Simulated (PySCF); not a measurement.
## Single point on RbF

State: ¹Σ⁺ (singlet), closed shell.

An equivalent input (the run itself took its basis sets from the Basis Set Exchange, started from a PBE0 density and held the occupation σ 5α 5β, πx 2α 2β, πy 2α 2β):

```python
from pyscf import gto, scf, cc
mol = gto.M(atom='Rb 0 0 0; F 0 0 2.359', basis={'Rb': 'def2-SVPD', 'F': 'def2-SVPD'}, ecp={'Rb': 'def2-SVPD'},
            charge=0, spin=0, verbose=4, symmetry='C2v')
mf = scf.RHF(mol)
mf.irrep_nelec = {'A1': 10, 'B1': 4, 'B2': 4}
mf.conv_tol = 1e-9
mf.max_cycle = 60
mf.diis_space = 10
mf.kernel()
mycc = cc.CCSD(mf, frozen=[0])
mycc.run(conv_tol=1e-7, conv_tol_normt=1e-5, max_cycle=80, diis_space=8)
et = mycc.ccsd_t()
```

The SCF ended at -123.20645814 hartree. The coupled-cluster part of the log:

```
******** <class 'pyscf.cc.ccsd.CCSD'> ********
CC2 = 0
CCSD nocc = 8, nmo = 49
frozen orbitals [0]
max_cycle = 80
direct = 0
conv_tol = 1e-07
conv_tol_normt = 1e-05
diis_space = 8
diis_start_cycle = 0
diis_start_energy_diff = 1e+09
Init t2, MP2 energy = -123.479880901779  E_corr(MP2) -0.273422764728984
Init E_corr(CCSD) = -0.273422764729302
cycle = 1  E_corr(CCSD) = -0.268529880592683  dE = 0.00489288414  norm(t1,t2) = 0.0637692
cycle = 2  E_corr(CCSD) = -0.277428627373389  dE = -0.00889874678  norm(t1,t2) = 0.0220301
cycle = 3  E_corr(CCSD) = -0.276563457042349  dE = 0.000865170331  norm(t1,t2) = 0.0172423
cycle = 4  E_corr(CCSD) = -0.277253831906902  dE = -0.000690374865  norm(t1,t2) = 0.00508365
cycle = 5  E_corr(CCSD) = -0.277481948815963  dE = -0.000228116909  norm(t1,t2) = 0.00289356
cycle = 6  E_corr(CCSD) = -0.277459013575641  dE = 2.29352403e-05  norm(t1,t2) = 0.000925527
cycle = 7  E_corr(CCSD) = -0.277412708432109  dE = 4.63051435e-05  norm(t1,t2) = 0.000537333
cycle = 8  E_corr(CCSD) = -0.2774117884653  dE = 9.19966809e-07  norm(t1,t2) = 0.000194907
cycle = 9  E_corr(CCSD) = -0.277416049849398  dE = -4.2613841e-06  norm(t1,t2) = 9.11066e-05
cycle = 10  E_corr(CCSD) = -0.277417363664511  dE = -1.31381511e-06  norm(t1,t2) = 3.70683e-05
cycle = 11  E_corr(CCSD) = -0.277417647398466  dE = -2.83733955e-07  norm(t1,t2) = 1.86447e-05
cycle = 12  E_corr(CCSD) = -0.277416914947022  dE = 7.32451443e-07  norm(t1,t2) = 7.72128e-06
cycle = 13  E_corr(CCSD) = -0.27741712356614  dE = -2.08619118e-07  norm(t1,t2) = 3.48709e-06
cycle = 14  E_corr(CCSD) = -0.277417173541044  dE = -4.9974904e-08  norm(t1,t2) = 1.23355e-06
CCSD converged
E(CCSD) = -123.4838753105915  E_corr = -0.2774171735410444
CCSD(T) correction = -0.00607704972163297
```

T1 diagnostic 0.017, D1 0.037, 16 electrons correlated.

Repeating this along the bond gives Re = 2.382 Å and ωe = 356 cm⁻¹.

A point of this curve took 2.1 CPU seconds beside 0.05 for the integrals, on Arm Neoverse V2 (shared host).

Correlated steps freeze 1 core orbital.
